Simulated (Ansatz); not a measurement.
Mulliken charges of CH4S2Si (`SC1[SiH2]S1`) from r2SCAN/def2-TZVPP in Ansatz (PBE0-D4/def2-TZVP geometry).

| atom | x (Å) | y (Å) | z (Å) | charge (e) |
| --- | --- | --- | --- | --- |
| S1 | 0.168 | 1.757 | -0.822 | -0.142 |
| C2 | -0.419 | 0.376 | 0.123 | -0.079 |
| Si3 | 0.711 | -1.064 | 0.387 | 0.357 |
| S4 | -1.019 | -1.157 | -0.767 | -0.230 |
| H5 | -1.013 | 2.155 | -1.328 | 0.088 |
| H6 | -1.092 | 0.645 | 0.931 | 0.111 |
| H7 | 2.024 | -1.045 | -0.290 | -0.046 |
| H8 | 0.731 | -1.724 | 1.710 | -0.059 |

Q: By hand: the dipole of these point charges (1 e Å = 4.8032 D).

A: Σ q r = (0.151, 0.018, 0.321) e Å, of length 0.355 e Å = 1.71 D.

Q: How does the dipole of the full density compare? (Best estimate.)

A: Computed: (0.044, -0.035, 0.255) e Å, 1.25 D; the point charges give 1.37 times that, at 19° from its direction.

Point charges leave out the atoms' own dipoles, such as those of lone pairs, and Mulliken's split depends on the basis, so the two needn't agree.
